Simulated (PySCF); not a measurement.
A GIAO shielding run with PySCF (density fitting, non-relativistic, gas phase) on `C#C[SiH2]N(C)[SiH]1OCCO1`, C5H11NO2Si2:

```
$ OMP_NUM_THREADS=1 python probes_run.py task.json out

{"job": {"kind": "nmr", "xc": "PBE0", "basis": "pcSseg-1"}, "charge": 0, "multiplicity": 1}
C      4.108776     0.680961     1.609827
C      3.016684     0.810635     1.124708
Si     1.342262     1.061652     0.369523
N      0.790814    -0.519729    -0.116766
C      1.741657    -1.474676    -0.643638
Si    -0.871561    -0.861923    -0.355854
O     -1.651918     0.050694    -1.476007
C     -2.715859     0.757310    -0.914131
C     -2.926951     0.238412     0.522129
O     -1.748636    -0.374673     0.937645
H      5.063151     0.559814     2.037317
H      0.422520     1.595202     1.373723
H      1.505399     1.968182    -0.783971
H      2.694061    -1.371178    -0.126538
H      1.370897    -2.487261    -0.500440
H      1.909361    -1.324079    -1.713506
H     -1.079814    -2.269443    -0.663146
H     -3.610660     0.606701    -1.523721
H     -2.462661     1.822796    -0.909969
H     -3.735616    -0.500435     0.538361
H     -3.170825     1.047980     1.213982
```

Hardware: 1 thread of an Arm Neoverse N1, shared host. The job also computes population analyses, field gradients, ring-centre shieldings.

**Question.** How large is the calculation?

**Answer.** 92 electrons, 239 basis functions and 1281 auxiliary functions.

**Question.** How long does it take, and how much memory does it need?

**Answer.** 2.1 min of wall time, with 14 SCF cycles and 5 response iterations; peak memory 1.1 GiB. Times on a shared host scatter by some tens of per cent.
